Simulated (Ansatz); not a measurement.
Reaction (substitution at a C–C bond): `B[Se]CC` + `[SiH3]N[AsH2]` → `C[AsH]N[SiH3]` + `B[Se]C`

Computed with Ansatz on PBE0-D4/def2-TZVP structures; ΔE is electronic, products minus reactants. CBS: MP2 limit from def2 TZ/QZ plus the TZ coupled-cluster correction, frozen cores. DFT in def2-TZVPP. B3LYP here is the variant with VWN-RPA as its local correlation; programs differ in this. For As, Se outer-core shells are correlated without core-valence functions, which leaves a few kJ/mol of doubt a bond. Scalar relativity is left out up to krypton. One conformer a species, not always the lowest.

`B[Se]CC`:

Z-matrix (Å, degrees):
```
C
Se 1 1.963
C 1 1.512 2 112.7
H 1 1.091 2 105.3 3 121.9
H 1 1.090 2 106.6 3 -123.3
B 2 1.886 1 101.6 3 81.9
H 3 1.092 1 111.4 2 58.1
H 3 1.094 1 110.3 2 178.0
H 3 1.092 1 111.0 2 -62.2
H 6 1.194 2 120.3 1 1.3
H 6 1.192 2 116.8 1 -179.0
```

`[SiH3]N[AsH2]`:

Z-matrix (Å, degrees):
```
Si
N 1 1.720
H 1 1.487 2 108.3
H 1 1.491 2 112.7 3 120.6
H 1 1.487 2 109.5 3 -120.2
As 2 1.845 1 125.8 3 177.4
H 2 1.006 1 119.8 3 -18.8
H 6 1.528 2 96.8 1 -52.1
H 6 1.533 2 98.4 1 39.9
```

`C[AsH]N[SiH3]`:

```xyz
12

C    -0.138    1.944    0.427
As    1.393    0.788    0.015
N     0.513   -0.519   -0.965
Si   -0.486   -1.743   -0.282
H     0.151    2.642    1.215
H    -0.392    2.508   -0.471
H    -1.001    1.365    0.751
H     1.361    0.061    1.365
H     1.001   -0.731   -1.822
H    -1.137   -2.504   -1.382
H     0.254   -2.711    0.580
H    -1.520   -1.099    0.569
```

`B[Se]C`:

Z-matrix (Å, degrees):
```
C
Se 1 1.951
H 1 1.088 2 108.8
H 1 1.088 2 108.8 3 -119.5
H 1 1.087 2 108.9 3 120.3
B 2 1.884 1 102.6 3 -120.5
H 6 1.192 2 116.3 1 180.0
H 6 1.193 2 120.5 1 0.0
```

```tsv
level	ΔE (kJ/mol)
B3LYP-D4	-20.7
PBE	-20.6
PBE0	-19.6
CCSD/CBS(def2)	-19.4
```

**Question.** What does CCSD(T)/CBS give? (Best estimate.)

**Answer.** Computed: -20.5 kJ/mol. The listed levels differ from it by -0.2, -0.1, 0.9, 1.1 kJ/mol.

Largest T1 diagnostic among the species: 0.013.

In def2-TZVPP, CCSD(T) changes the Hartree–Fock value by −5.6 kJ/mol (the triples alone add −1.1 kJ/mol) and MP2 by −7.5 kJ/mol.
